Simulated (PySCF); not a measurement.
C₂H₅ClSi, SMILES [SiH3]/C=C\Cl. Atoms are numbered in the order given.

```xyz
9

Si    -0.3870     1.6775     0.0000
C      1.1061     0.5349     0.0000
C      1.0080    -0.7947     0.0000
Cl    -0.5239    -1.6100     0.0000
H     -1.2204     1.4504     1.2145
H     -1.2204     1.4504    -1.2145
H      0.0993     3.0875     0.0000
H      2.1242     0.9418     0.0000
H      1.8559    -1.4865     0.0000
```

Geometry optimised at ωB97X-D3(BJ)/def2-SVP. The structure was generated by enumeration; whether it is a known compound was not checked.

Two levels are set side by side: PBE/pcSseg-1 (PySCF) and KT2/pcSseg-1 (PySCF). GIAO shifts against HCl (³⁵Cl), TMS (²⁹Si), TMS (¹H), TMS (¹³C) at the same level; non-relativistic, no solvent, atoms listed together averaged. Without spin–orbit terms, shifts of atoms bonded to Cl or Br come out too high at both levels. Differences are taken from unrounded values.

```
quantity                KT2    PBE  PBE minus KT2
--------------------  -----  -----  -------------
δ(²⁹Si) of Si1 (ppm)  -86.2  -87.9           -1.7
δ(¹³C) of C2 (ppm)    119.2  127.4            8.1
δ(¹³C) of C3 (ppm)    145.1  154.0            8.9
δ(³⁵Cl) of Cl4 (ppm)  283.7  303.2           19.6
δ(¹H) of H8 (ppm)      6.02   6.24           0.21
δ(¹H) of H9 (ppm)      7.07   7.19           0.12
```

Rough cost on one machine, each run with all the roots and properties that it gave: KT2 against PBE within a factor of 2.
